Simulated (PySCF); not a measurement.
Benzothiazole, C7H5NS.
Numbering: `[cH:1]1[cH:2][cH:3][c:4]2[s:5][cH:6][n:7][c:8]2[cH:9]1` (hydrogens: H10 on C1; H11 on C2; H12 on C3; H13 on C6; H14 on C9)

The closed-shell ground state was solved at several levels (PySCF, density fitting, gas phase, non-relativistic). Isolated species at its PBE0-D3(BJ)/def2-SVP geometry, gas phase.

```json
{"level": "wB97X-D/pcSseg-1", "basis functions": "185", "HOMO (eV)": "-8.72", "LUMO (eV)": "0.46", "gap (eV)": "9.18", "dipole (D)": "1.37"}
{"level": "PBE0/pcSseg-1", "basis functions": "185", "HOMO (eV)": "-7.00", "LUMO (eV)": "-1.21", "gap (eV)": "5.79", "dipole (D)": "1.36"}
```

Question: Estimate the row for CAM-B3LYP/def2-SVPD, a basis of 227 functions; the other rows only guide the guess.

Answer: HOMO -8.13 eV, LUMO -0.16 eV, gap 7.97 eV, dipole 1.39 D.

Question: Over all these levels, which gives the widest orbital gap and which the narrowest?

Answer: wB97X-D/pcSseg-1 (range-separated hybrid) has the widest, 9.18 eV, and PBE0/pcSseg-1 (global hybrid, 25 % exact exchange) the narrowest, 5.79 eV. The two share the basis. From the narrowest to the widest the HOMO moves by -1.72 eV and the LUMO by +1.67 eV.

Question: How far do the dipole and the HOMO energy spread over the levels?

Answer: The dipole runs from 1.36 to 1.39 D (mean 1.37 D) and the HOMO from -8.72 to -7.00 eV.
